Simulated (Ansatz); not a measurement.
`C[SiH2][SiH](Cl)Cl` + CH₃SH → `CS[SiH](Cl)Cl` + `C[SiH3]` at 700 K and 1 bar (cleavage of the Si–Si bond).

Calculated with Ansatz (gas phase, PBE0-D4/def2-TZVP geometries, no zero-point term in ΔE). CCSD(T)/CBS is the MP2 limit (def2-TZVPP, def2-QZVPP) plus CCSD(T) − MP2 in def2-TZVPP, frozen cores. This one scheme is used for every species. Each species was taken in one conformer, which may not be the lowest.

```csv
species,CCSD(T)/CBS energy (Eh),H − E (kJ/mol),S (J/(mol·K))
`C[SiH2][SiH](Cl)Cl`,-1539.48961,264.8,528.7
CH₃SH,-438.22835,160.2,309.0
`CS[SiH](Cl)Cl`,-1647.00366,213.0,485.2
`C[SiH3]`,-330.73916,210.8,332.0
```

H − E and S are ideal-gas, rigid-rotor, harmonic terms from PBE0-D4/def2-TZVP, for one conformer and one mirror image of each species. 1 Eh = 2625.50 kJ/mol, R = 8.31446 J/(mol·K).

By hand: ΔE, ΔH, ΔS and ΔG.

ΔE = (-1647.00366) + (-330.73916) − (-1539.48961) − (-438.22835) = -0.02486 Eh = -65.3 kJ/mol. Δ(H − E) = 213.0 + 210.8 − 264.8 − 160.2 = -1.2, so ΔH = -66.5 kJ/mol. ΔS = 485.2 + 332.0 − 528.7 − 309.0 = -20.5 J/(mol·K). ΔG = -66.5 − 700 × (-20.5)/1000 = -52.1 kJ/mol.

By hand: the equilibrium constant, and the temperature at which ΔG would vanish if ΔH and ΔS stayed fixed.

log₁₀ K = −ΔG/(RT ln 10) = 3.9. ΔG = 0 at ΔH/ΔS = 3244 K, far beyond where these terms or the molecules hold.

ΔH outweighs TΔS. A doubt of 5 kJ/mol in ΔE shifts log₁₀ K by 0.4 here. Other conformers and mirror images would add mixing entropy, several J/(mol·K) or more a flexible species. Modes under 60 cm⁻¹, often nearly free rotors, make the harmonic entropy too high. These are equilibria of isolated gas molecules and say nothing of rates. Largest T1 diagnostic: 0.010 (customary marks: 0.02 for closed shells, 0.045 for open ones).
